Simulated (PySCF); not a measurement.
I₅Ta, triplet, geometry from GFN2-xTB (such geometries of metal compounds can be far from the true shape) (the multiplicity is a formal guess) (core potentials on I, Ta); DF-HF/def2-SVP in PySCF.

PySCF was given this input:
```python
from pyscf import gto, scf

mol = gto.M(
    atom='''
Ta    0.000000    0.000000    0.000000
I     2.289063   -0.445606   -1.470511
I     1.290500   -1.083606    2.337212
I    -1.290500    1.083606   -2.337212
I    -1.936493   -1.955593    0.162567
I    -0.352570    2.401198    1.307944
''',
    basis='def2-svp',
    ecp={'I': 'def2-svp', 'Ta': 'def2-svp'},
    charge=0,
    spin=2,
    verbose=5,
)

mf = scf.UHF(mol)
mf = mf.density_fit(auxbasis='def2-universal-jkfit')
mf.kernel()
mf.analyze()
```

What the program printed (banner, timings and long lists left out):

```
PySCF version 2.14.0

[INPUT] verbose = 5
[INPUT] max_memory = 4000
[INPUT] num. atoms = 6
[INPUT] num. electrons = 138
[INPUT] charge = 0
[INPUT] spin (= nelec alpha-beta = 2S) = 2
[INPUT] symmetry False subgroup None
[INPUT] Mole.unit = angstrom
[INPUT] Symbol           X                Y                Z      unit          X                Y                Z       unit  Magmom
[...]
[INPUT] ---------------- BASIS SET ----------------
[INPUT] l, kappa, [nprim/nctr], expnt,             c_1 c_2 ...
[INPUT] Ta
[...]
                                12                -1.6510077975
[...]
                                5.69841           -0.46968874449
                                1.177721196       0.50905100155
                                0.54478533555     0.52298161137
[...]
                                1.4528884813      0.18558319471
                                0.61042908544     0.42959071631
                                0.2421627651      0.434972282315
[...]
[INPUT] I
[...]
                                23.336842412      -0.14989397324
                                19.583446104      0.36436474913
                                8.5112089186      -0.75538138199
                                2.1996161861      0.82816359356
                                1.0668970454      0.4216104811
[...]
                                1.7625986449      0.35271525193
[...]
                                10.558754576      -0.3837037278
                                1.5015895485      0.83554174719
                                0.64597173095     0.16787259488
[...]
                                15.616239482      -0.0050768108881
                                4.5266002139      0.29151065356
                                2.0529808766      0.51145783605
                                0.87640281623     0.31232025297
[...]
nuclear repulsion = 1069.31332177935
number of shells = 62
number of NR pGTOs = 362
number of NR cGTOs = 162
basis = def2-svp
ecp = {'I': 'def2-svp', 'Ta': 'def2-svp'}

******** <class 'pyscf.df.df_jk.DFUHF'> ********
method = DFUHF
initial guess = minao
damping factor = 0
level_shift factor = 0
DIIS = <class 'pyscf.scf.diis.CDIIS'>
diis_start_cycle = 1
diis_space = 8
diis_damp = 0
SCF conv_tol = 1e-09
SCF conv_tol_grad = None
SCF max_cycles = 50
direct_scf = False
number electrons alpha = 70  beta = 68
Set gradient conv threshold to 3.16228e-05
Density of valence part of ANO basis will be used as initial guess for Ta
[...]
SCF not converged.
Total Energy =                       -1539.793242823996707
[...]
spin_pop of  3 I 6px       0.00401
spin_pop of  3 I 6py       0.26754
spin_pop of  3 I 6pz       0.04048
spin_pop of  3 I 7px       0.03932
spin_pop of  3 I 7py      -0.00288
spin_pop of  3 I 7pz       0.00236
spin_pop of  3 I 4dxy     -0.00051
spin_pop of  3 I 4dyz     -0.00044
spin_pop of  3 I 4dz^2    -0.00168
spin_pop of  3 I 4dxz     -0.00170
spin_pop of  3 I 4dx2-y2    0.00016
spin_pop of  3 I 5dxy      0.00160
spin_pop of  3 I 5dyz      0.00326
spin_pop of  3 I 5dz^2     0.00118
spin_pop of  3 I 5dxz      0.00126
spin_pop of  3 I 5dx2-y2    0.00198
spin_pop of  4 I 4s       -0.00001
spin_pop of  4 I 5s        0.00135
spin_pop of  4 I 6s       -0.00222
spin_pop of  4 I 7s       -0.00157
spin_pop of  4 I 4px       0.00005
spin_pop of  4 I 4py       0.00050
spin_pop of  4 I 4pz       0.00036
spin_pop of  4 I 5px       0.01352
spin_pop of  4 I 5py       0.00004
spin_pop of  4 I 5pz       0.00003
spin_pop of  4 I 6px       0.01307
spin_pop of  4 I 6py       0.02817
spin_pop of  4 I 6pz       0.01870
spin_pop of  4 I 7px       0.10124
spin_pop of  4 I 7py       0.00007
spin_pop of  4 I 7pz      -0.00094
spin_pop of  4 I 4dxy     -0.00091
spin_pop of  4 I 4dyz     -0.00093
spin_pop of  4 I 4dz^2    -0.00092
spin_pop of  4 I 4dxz     -0.00037
spin_pop of  4 I 4dx2-y2    0.00003
spin_pop of  4 I 5dxy     -0.00005
spin_pop of  4 I 5dyz      0.00174
spin_pop of  4 I 5dz^2     0.00034
spin_pop of  4 I 5dxz      0.00022
spin_pop of  4 I 5dx2-y2    0.00000
spin_pop of  5 I 4s        0.00000
spin_pop of  5 I 5s        0.00012
spin_pop of  5 I 6s       -0.00064
spin_pop of  5 I 7s       -0.00027
spin_pop of  5 I 4px      -0.00005
spin_pop of  5 I 4py      -0.00017
spin_pop of  5 I 4pz      -0.00070
spin_pop of  5 I 5px       0.00104
spin_pop of  5 I 5py      -0.00001
spin_pop of  5 I 5pz      -0.00006
spin_pop of  5 I 6px       0.00201
spin_pop of  5 I 6py      -0.00621
spin_pop of  5 I 6pz      -0.03218
spin_pop of  5 I 7px      -0.00401
spin_pop of  5 I 7py      -0.00001
spin_pop of  5 I 7pz      -0.00028
spin_pop of  5 I 4dxy      0.00091
spin_pop of  5 I 4dyz      0.00081
spin_pop of  5 I 4dz^2     0.00007
spin_pop of  5 I 4dxz      0.00057
spin_pop of  5 I 4dx2-y2   -0.00002
spin_pop of  5 I 5dxy      0.00242
spin_pop of  5 I 5dyz      0.00242
spin_pop of  5 I 5dz^2     0.00005
spin_pop of  5 I 5dxz      0.00066
spin_pop of  5 I 5dx2-y2    0.00153
In total            70.00000 | 68.00000
Dipole moment(X, Y, Z, Debye): -0.07981, -1.56928, -0.65089
```

The run did not converge; its last values are not results.
